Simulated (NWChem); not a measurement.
Molecule: ZrH2O2Cl2; SMILES [OH][Zr]([OH])([Cl])[Cl]

```xyz
7

Zr    -0.2722     0.0001     0.0000
Cl     1.0727     1.9458     0.0000
Cl     1.0742    -1.9446     0.0000
O     -1.3537    -0.0008    -1.5553
H     -1.9751    -0.0056    -2.2834
O     -1.3537    -0.0008     1.5553
H     -1.9751    -0.0056     2.2834
```
Atoms are numbered in this order, from 1.

Computed with NWChem. All runs use the structure optimised with PBE0/def2-SVP. Not confirmed as a minimum by frequencies. def2 effective core potentials on Zr; no spin-orbit coupling. Level M06-L/def2-SVP: energy and gradient on several grids; changes count from the extra-fine grid, which is no exact limit either.

Which is the coarsest grid (xcoarse; xfine; coarse; fine; medium) from which on the energy stays within 500 μHa and each gradient component within 500 μHa/bohr of xfine?

coarse.
| grid | size of the energy change (μHa) | largest change of a gradient component (μHa/bohr) | time, medium = 1 (rough) |
|---|---|---|---|
| xcoarse | 7000 | 10000 | about 1 |
| coarse | 30 | 300 | about 1 |
| medium | 70 | 300 | about 1 |
| fine | < 10 | 200 | about 1 |
| xfine | < 10 | < 30 | 2 |
